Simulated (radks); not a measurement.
The numbers below are computed, except where a source is named.
Valence configurations of B I (all share [He]). Code: a radial shooting solver on a logarithmic mesh with Libxc functionals. Model: scalar-relativistic Kohn-Sham, r2SCAN, spin-unpolarised, spherical densities, finite nucleus; meta-GGA in the generalised Kohn-Sham scheme; Fermi nuclear charge, rms radius 2.406 fm. Energies are relative to 2s2 2p1; eigenvalues in eV.

valence      E (eV)   e(2p)    e(2s)
2s2 2p1       0.000  -3.443   -9.868
2s1 2p2       6.433  -3.998  -10.427
2p3          12.821  -4.448        -
2s1.5 2p1.5   3.216  -3.731  -10.168
2s0.5 2p2.5   9.640  -4.239  -10.632

NIST lists [He] 2s2 2p1 as the ground configuration; this level of theory agrees among the configurations tried. The energies are those of spherical spin-averaged densities, not of single terms.
